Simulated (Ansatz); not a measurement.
Be₂I₂. The state is a triplet with charge 0. Geometry r2SCAN-D4/def2-TZVP, that of the charge +1 doublet; atoms count from 1.

```xyz
4

Be   -2.141    0.230   -1.159
Be    0.806   -0.091    0.429
I    -0.065   -0.900   -1.533
I     1.400    0.762    2.263
```

In the def2 sets I takes a core potential; there is no spin–orbit coupling. At PBE0-D4/def2-TZVP a singlet of charge 0 lies 0.47 eV below the triplet at the same geometry. The structure comes from a short search, and lower isomers may exist.

(1) Estimate the Mulliken populations from the PBE0/def2-TZVP orbitals of Ansatz.

(2) Where does the spin sit?

(3) And the Mayer bond orders between bonded heavy atoms (over 0.3)?

Results:

(1) 
| atom | charge (e) | spin (α − β) |
| --- | --- | --- |
| Be1 | -0.12 | 1.59 |
| Be2 | 0.01 | 0.34 |
| I3 | 0.09 | 0.06 |
| I4 | 0.03 | 0.01 |
Mulliken values and Mayer orders depend strongly on the basis.

(2) Summed by element: Be 1.93, I 0.07, of 2 unpaired in all. Largest on single atoms: Be1 1.59, Be2 0.34, I3 0.06.

(3) Be1–I3 0.85 (2.39 Å); Be2–I3 0.97 (2.29 Å); Be2–I4 1.43 (2.11 Å). Values over 0.3 also appear between atoms too far apart for a bond (Be1–Be2 0.36 at 3.36 Å); they arise where an orbital or an unpaired electron spreads over both atoms.
